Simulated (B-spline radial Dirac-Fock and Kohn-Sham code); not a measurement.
**What relativity does to the binding energies of Pr⁵⁺**

System: Pr⁵⁺, [Kr] 4d10 5s2 5p6.

Both columns are ΔSCF binding energies of the configuration average from a radial finite-basis atomic code: non-relativistic Hartree-Fock with a point nucleus, and Dirac-Fock with a finite nucleus and the Coulomb interaction alone, averaged over the two j levels with weights 2j+1.

```
shell  Hartree-Fock (eV)  Dirac-Fock (eV)  shift (eV)  shift (%)
   1s            40137.3          42234.9    +2097.53      +5.23
   2s             6415.3           6943.6     +528.33      +8.24
   2p             6060.4           6221.7     +161.31      +2.66
   3s             1483.1           1601.1     +117.94      +7.95
   3p             1328.2           1366.2      +38.01      +2.86
   3d             1042.1           1027.5      -14.58      -1.40
   4s              371.1            397.5      +26.34      +7.10
   4p              310.1            317.0       +6.84      +2.21
   4d              200.8            196.2       -4.57      -2.28
   5s              103.3            108.3       +4.97      +4.81
   5p              82.01            82.88       +0.87      +1.06
```

Relativity binds 1s, 2s, 2p, 3s, 3p, 4s, 4p, 5s, 5p more strongly, among those listed most of all 2s in relative terms, and 3d, 4d more weakly, because the contracted s and p shells screen the nucleus better.

Values without a named source are computed, but for edge energies of neutral atoms, which are taken from tables.
